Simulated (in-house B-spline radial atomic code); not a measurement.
# Ionising Ga²⁸⁺ with different functionals

Computed with an all-electron radial atomic-structure program (B-spline basis): non-relativistic Hamiltonian, point nucleus, spin-polarised at highest spin, spherical fractional occupations for the functionals. The ionisation energy is the difference of two self-consistent energies, [He] 2s1 → 1s2, without Breit or QED terms; ε is the level of the shell that loses the electron (its least bound occupied spin orbital). There is no spin-orbit coupling in this Hamiltonian.

```csv
method,rung,ΔSCF (eV),-ε(2s) (eV)
LDA exchange-only,LDA,2935.0,2889.2
BLYP,GGA,2942.9,2896.1
PBE,GGA,2942.5,2895.6
TPSS,meta-GGA,2942.0,2897.7
TPSSh,global hybrid,?,?
B3LYP,global hybrid,2942.2,2904.7
wB97X,range-separated hybrid,?,?
```

What does wB97X give?

ΔSCF 2935.3 eV, and -ε(2s) = 2907.3 eV.

What does TPSSh give?

ΔSCF 2941.8 eV, and -ε(2s) = 2901.9 eV.

Among the functionals, which spreads more, the ΔSCF values or the orbital energies?

The orbital energies: ΔSCF values span about 8.0 eV and the orbital energies 18.1 eV.

How do they compare with the NIST value?

NIST lists 2984.43 eV ± 0.007 (tabulated theory, ground level to ground level). Errors run from -49.5 to -41.5 eV. The correlated functionals all miss on the same side by more than they spread, so the cause is common to them (relativity, Breit-QED terms, or a listed next ion that isn't the cheapest removal here) and closeness doesn't rank the functionals.
